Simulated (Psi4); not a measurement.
Cl2O2W (SMILES [O]=[W](=[O])([Cl])[Cl]), singlet, geometry from GFN2-xTB (such geometries of metal compounds can be far from the true shape) (core potentials on W); CAM-B3LYP/def2-SV(P) (Psi4).

The Psi4 input:
```
memory 2 GB

molecule mol {
0 1
W     0.220708   -0.043837    0.072484
O     1.421067   -0.597577   -0.956774
O     0.715303    0.173252    1.658394
Cl   -0.535690    1.843740   -0.688017
Cl   -1.430390   -1.453238    0.042322
}

set {
  basis def2-sv(p)
  reference rks
}

energy('cam-b3lyp')
print_variables()
```

Problem. Write the output that Psi4 gives for this input, abridged.

Solution. 
```
   => Loading Basis Set <=

    Name: DEF2-SV(P)
    Role: ORBITAL
    Keyword: BASIS

    !!!  WARNING: ECP capability is in beta. Please check occupations closely.  !!!

         ---------------------------------------------------------
                                   SCF
               by Justin Turney, Rob Parrish, Andy Simmonett
                          and Daniel G. A. Smith
                              RKS Reference
         ---------------------------------------------------------

  ==> Geometry <==

    Molecular point group: c1
    Full point group: C1

    Geometry (in Angstrom), charge = 0, multiplicity = 1:

       Center              X                  Y                   Z               Mass
    ------------   -----------------  -----------------  -----------------  -----------------
         W            0.199653822606    -0.039655180315     0.065569740348   183.950930920000
         O            1.400012822606    -0.593395180315    -0.963688259652    15.994914619570
         O            0.694248822606     0.177433819685     1.651479740348    15.994914619570
         CL          -0.556744177394     1.847921819685    -0.694931259652    34.968852682000
         CL          -1.451444177394    -1.449056180315     0.035407740348    34.968852682000

  Running in c1 symmetry.

  Rotational constants: A =      0.08735  B =      0.06090  C =      0.04916 [cm^-1]
  Rotational constants: A =   2618.74241  B =   1825.72580  C =   1473.69393 [MHz]
  Nuclear repulsion =  334.248325347854404

  Charge       = 0
  Multiplicity = 1
  Electrons    = 64
  Nalpha       = 32
  Nbeta        = 32

  ==> Algorithm <==

  SCF Algorithm Type is DF.
  DIIS enabled.
  MOM disabled.
  Fractional occupation disabled.
  Guess Type is SAD.
  Energy threshold   = 1.00e-06
  Density threshold  = 1.00e-06
  Integral threshold = 1.00e-12

  ==> Primary Basis <==

  Basis Set: DEF2-SV(P)
    Blend: DEF2-SV(P)
    Number of shells: 39
    Number of basis functions: 89
    Number of Cartesian functions: 95
    Spherical Harmonics?: true
    Max angular momentum: 2

  Core potential: DEF2-SV(P)
    Number of shells: 4
    Number of ECP primitives: 10
    Number of ECP core electrons: 60
    Max angular momentum: 3

  ==> DFT Potential <==

   => LibXC <=

    Version 7.1.2
    S. Lehtola, C. Steigemann, M. J. T. Oliveira, and M. A. L. Marques,  SoftwareX 7, 1–5 (2018) (10.1016/j.softx.2017.11.002)

   => Composite Functional: CAM-B3LYP <=

[...]
   @DF-RKS iter   6: -1137.60046701095848   -1.88670e-03   6.37770e-04 ADIIS/DIIS
   @DF-RKS iter   7: -1137.60153755671922   -1.07055e-03   2.61268e-04 ADIIS/DIIS
   @DF-RKS iter   8: -1137.60175033997189   -2.12783e-04   1.78012e-05 DIIS
   @DF-RKS iter   9: -1137.60175203373456   -1.69376e-06   1.04897e-05 DIIS
   @DF-RKS iter  10: -1137.60175245220057   -4.18466e-07   2.78141e-06 DIIS
   @DF-RKS iter  11: -1137.60175248801488   -3.58143e-08   5.71319e-07 DIIS
  Energy and wave function converged.

  ==> Post-Iterations <==

   Electrons on quadrature grid:
      Ntotal   =   64.0000957982 ; deviation = 9.580e-05

    Orbital Energies [Eh]
    ---------------------

    Doubly Occupied:

[...]
    Virtual:

[...]
    Final Occupation by Irrep:
              A
    DOCC [    32 ]
    NA   [    32 ]
    NB   [    32 ]

  @DF-RKS Final Energy: -1137.60175248801488

   => Energetics <=

    Nuclear Repulsion Energy =            334.2483253478544043
    One-Electron Energy =               -2254.7551795814706566
    Two-Electron Energy =                 844.1561851866549659
    DFT Exchange-Correlation Energy =     -61.2510834410537655
    Empirical Dispersion Energy =           0.0000000000000000
    VV10 Nonlocal Energy =                  0.0000000000000000
    Total Energy =                      -1137.6017524880148812

Computation Completed

Properties will be evaluated at   0.000000,   0.000000,   0.000000 [a0]

Properties computed using the SCF density matrix

 Multipole Moments:

 ------------------------------------------------------------------------------------
     Multipole            Electronic (a.u.)      Nuclear  (a.u.)        Total (a.u.)
 ------------------------------------------------------------------------------------

 L = 1.  Multiply by 2.5417464519 to convert [e a0] to [Debye]
 Dipole X            :         26.9048606          -27.5710198           -0.6661592
 Dipole Y            :         -5.3438044            5.4761475            0.1323431
 Dipole Z            :          8.8360158           -9.0547959           -0.2187800
 Magnitude           :                                                    0.7135457

 ------------------------------------------------------------------------------------

  Variable Map:
  ----------------------------------------------------------------------------
[...]
  Array Variable Map:
  ----------------------------------------------------------------------------
[...]
[...]
```
